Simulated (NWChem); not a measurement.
A series in which one site is exchanged, each optimised at PBE0/def2-SVP with NWChem, gas phase unless a solvent is named. All stand in one matching conformer (torsions within 35°), which need not be the lowest. For some, no frequency run checked for a minimum. def2 effective core potentials on Hf; no spin-orbit coupling.

A: [F][Ti]([F])([NH2])[F] (TiNH₂F₃; site = Ti)
B: F[Si](N)(F)F (SiNH2F3; site = Si)
C: [F][Hf]([F])([NH2])[F] (HfNH2F3; site = Hf)
D: [NH2][Ge]([F])([F])[F] (GeNH₂F₃; site = Ge)

**Question.** Rank them by orbital gap (eV), PBE0/def2-SVP, lowest first.

**Answer.** A (6.10), C (7.56), D (8.36), B (9.42)
